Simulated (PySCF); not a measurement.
Compound: C4H11NO2Si2.
Atom-mapped SMILES: `[CH3:1][CH:2]([CH3:3])[O:4][Si@@H:5]([C:6]#[N:7])[O:8][SiH3:9]` (hydrogens: H10, H11, H12 on C1; H13 on C2; H14, H15, H16 on C3; H17 on Si5; H18, H19, H20 on Si9)

Cartesian coordinates in Å at the GFN2-xTB level; atoms count from 1:
```
atom  x, y, z in Å
C1    -2.1474   -0.8503   -0.8698
C2    -1.6516    0.3293   -0.0404
C3    -2.2112    1.6518   -0.5528
O4    -0.2464    0.4047   -0.0978
Si5    0.8947   -0.4000    0.6914
C6     0.8111   -2.2445    0.3482
N7     0.7308   -3.3718    0.1611
O8     2.2701    0.1528    0.0828
Si9    3.8225    0.4130   -0.3038
H10   -3.2322   -0.9000   -0.8390
H11   -1.7374   -1.7799   -0.4825
H12   -1.8250   -0.7346   -1.9015
H13   -1.9538    0.1865    1.0072
H14   -3.2949    1.6517   -0.4799
H15   -1.8144    2.4749    0.0353
H16   -1.9214    1.7954   -1.5901
H17    0.8653   -0.2185    2.1388
H18    4.5934   -0.7072    0.2316
H19    3.8666    0.4790   -1.7613
H20    4.1762    1.6784    0.3355
```

Computed at PBE0/pcSseg-1 (PySCF, non-relativistic), with Q(17O) = −0.0256 b, Q(14N) = 0.02044 b: O4, 17O (I = 5/2): χzz = -9.610 MHz, η = 0.409; N7, 14N (I = 1): χzz = -5.628 MHz, η = 0.020; O8, 17O (I = 5/2): χzz = -6.827 MHz, η = 0.080.

(1) Where would the pure quadrupole (NQR) lines of 17O at O4 fall for the rigid, isolated species?

(2) Find the zero-field quadrupole resonance frequencies of 14N at N7.

(3) Find the zero-field quadrupole resonance frequencies of 17O at O8.

## Answers

(1) From the eigenvalues of H = χ/[4I(2I − 1)] × [3Iz² − I(I + 1) + η(Ix² − Iy²)], steps between neighbouring levels, labelled as for η = 0: ±1/2↔±3/2 1.684 MHz, ±3/2↔±5/2 2.796 MHz (silyl ether oxygen).

(2) From ν± = (3/4)|χ|(1 ± η/3) and ν0 = |χ|η/2: ν+ 4.249 MHz, ν− 4.192 MHz, ν0 0.057 MHz (cyano nitrogen).

(3) From the eigenvalues of H = χ/[4I(2I − 1)] × [3Iz² − I(I + 1) + η(Ix² − Iy²)], steps between neighbouring levels, labelled as for η = 0: ±1/2↔±3/2 1.031 MHz, ±3/2↔±5/2 2.046 MHz (siloxane oxygen).

In a crystal, neighbours and librations shift these lines. GFN2-xTB bond lengths can be off by several hundredths of an ångström, more for odd bonds, and the gradients follow them. With a basis this small, the couplings can be 20 % off.

The run behind these numbers computed NMR shieldings as well. The run took 2.0 min of wall time (grids of density and orbitals included) on one thread, AMD EPYC (x86_64), shared host, and the process peaked at 1.0 GiB of memory.

One conformer stands for the species.
